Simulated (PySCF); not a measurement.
**Computed NMR parameters against published values**

Bonds (- single, = double, # triple, : aromatic): C1-O2, O2-Si3, Si3-O4, O4-C5, Si3-O6, O6-C7, Si3-O8, O8-C9. C1 carries H10, H11, H12; C5 carries H13, H14, H15; C7 carries H16, H17, H18; C9 carries H19, H20, H21.

Measured values that the calculation should reproduce: δ ²⁹Si Si3 -79.2 ppm (measured; solution; W. Buchner, W. Wolfsberger, Z. Naturforsch. 32b (1977) 967).
δ ²⁹Si Si3 -78.3 ppm (measured; solution, methanol/water; C. Corminboeuf, T. Heine, J. Weber, Chem. Phys. Lett. 357 (2002) 1).
δ ²⁹Si Si3 -78.5 ppm (measured; solution, methanol; T. M. Alam, M. Henry, Phys. Chem. Chem. Phys. (a906445a), supplement).
δ ²⁹Si Si3 -78.8 ppm (measured; liquid, neat; T. M. Alam, M. Henry, Phys. Chem. Chem. Phys. (a906445a), supplement).

PySCF calculation with PBE/pcSseg-1 with gauge-including orbitals and PBE0-D3(BJ)/def2-SVP geometry; isolated molecule, averaged over atoms made equivalent by symmetry, fast rotation or ring inversion, no relativistic terms, single conformer.

(1) How close does the calculation come?

(2) How far are the unscaled ²⁹Si shifts from the references?

Results:

(1) 
Reference values: measured (solution; W. Buchner, W. Wolfsberger, Z. Naturforsch. 32b (1977) 967).
```csv
atoms,quantity,reference,computed
Si3,δ ²⁹Si vs TMS,-79.2,-84.7
```

Reference values: measured (solution, methanol/water; C. Corminboeuf, T. Heine, J. Weber, Chem. Phys. Lett. 357 (2002) 1).
| atoms | quantity | reference | computed |
| --- | --- | --- | --- |
| Si3 | δ ²⁹Si vs TMS | -78.3 | -84.7 |

Reference values: measured (solution, methanol; T. M. Alam, M. Henry, Phys. Chem. Chem. Phys. (a906445a), supplement).
| atoms | quantity | reference | computed |
| --- | --- | --- | --- |
| Si3 | δ ²⁹Si vs TMS (internal) | -78.5 | -84.7 |

Reference values: measured (liquid, neat; T. M. Alam, M. Henry, Phys. Chem. Chem. Phys. (a906445a), supplement).
| atoms | quantity | reference | computed |
| --- | --- | --- | --- |
| Si3 | δ ²⁹Si vs TMS (internal) | -78.8 | -84.7 |

Computed shifts are σ(ref) − σ with the named reference compound (TMS for H and C) calculated as an isolated molecule at the same level.

(2) Mean signed difference -6.00 ppm, mean absolute 6.00 ppm over 4 comparisons; the largest is -6.4 ppm at Si3 (silicon bonded to 4 O).
